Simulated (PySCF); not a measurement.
These compounds are isomers of formula C6H5FSi.

A. SMILES C#C[C@@H]1[C@@H](F)[Si@@H]1C#C
B. `C#C/C=C(\F)[SiH2]C#C`
C. SMILES C#CC1=C(F)[SiH2]C=C1
D. `C#C/C(=C\C#C)[SiH2]F`

Spectrum 1. $^{1}$H NMR (500 MHz, computed): δ 6.68 (m, 1H), 5.29 (m, 2H), 3.69 (d, 1H), 3.60 (s, 1H). $^{13}$C{$^{1}$H} NMR (computed): δ 141.8 (CH), 136.1 (C), 104.0 (CH), 103.1 (CH), 85.4 (C), 83.9 (C).

Spectrum 2. $^{1}$H NMR (500 MHz, computed): δ 5.96 (m, 1H), 4.80 (m, 2H), 3.22 (d, 1H), 2.02 (t, 1H). $^{13}$C{$^{1}$H} NMR (computed): δ 185.5 (C), 112.8 (CH), 107.1 (CH), 98.7 (CH), 83.3 (C), 79.5 (C).

Spectrum 3. $^{1}$H NMR (500 MHz, computed): δ 5.34 (m, 1H), 3.92 (m, 1H), 2.07 (m, 1H), 1.85 (d, 1H), 1.47 (d, 1H). $^{13}$C{$^{1}$H} NMR (computed): δ 105.5 (CH), 87.0 (CH), 85.3 (C), 81.2 (C), 74.2 (CH), 13.5 (CH).

Spectrum 4. $^{1}$H NMR (500 MHz, computed): δ 7.04 (m, 1H), 5.63 (m, 1H), 4.66 (m, 2H), 3.21 (s, 1H). $^{13}$C{$^{1}$H} NMR (computed): δ 194.8 (C), 158.3 (CH), 124.5 (C), 120.5 (CH), 96.9 (CH), 80.8 (C).

PySCF 2.14.0 with density-fitted response routines calculation with shieldings: GIAO PBE0/pcSseg-1 and geometry: GFN2-xTB; a single conformation, relativity neglected, isolated molecule, fast rotation and ring inversion assumed for equivalent nuclei.

δ = σ(ref) − σ, references computed at the same level: $^{1}$H (σref 31.72) and $^{13}$C (σref 186.93) vs TMS. Splittings of carbon signals by F and P are missing where no couplings were computed. Where no couplings were computed, multiplicities follow the n + 1 count of equivalent neighbours, and m marks all less simple cases (inequivalent or close neighbours, rings, F or P nearby). Shifts are as computed. Against solution values, carbons near 30 ppm lie about +3 ppm off and those near 130 ppm about +5 ppm. Of 1211 compounds with measured shifts, 218 miss one by over three times the rms of a fit or turn the order of signals round; such compounds aren't used in these exercises.

Question: Which spectrum belongs to which compound?

Answer: 1–D, 2–B, 3–A, 4–C.

- Spectrum 1 (D): 6 $^{13}$C signals; δC 141.8 is an alkene CH; δC 136.1 is a fully substituted alkene carbon.
- Spectrum 2 (B): 6 $^{13}$C signals; δC 112.8 is an alkene CH; δC 98.7 is a terminal alkyne carbon.
- Spectrum 3 (A): 6 $^{13}$C signals; δC 87.0 is a three-membered-ring carbon; δC 85.3 is an alkyne carbon.
- Spectrum 4 (C): 6 $^{13}$C signals; δC 158.3 is an alkene CH; δC 124.5 is a fully substituted alkene carbon.
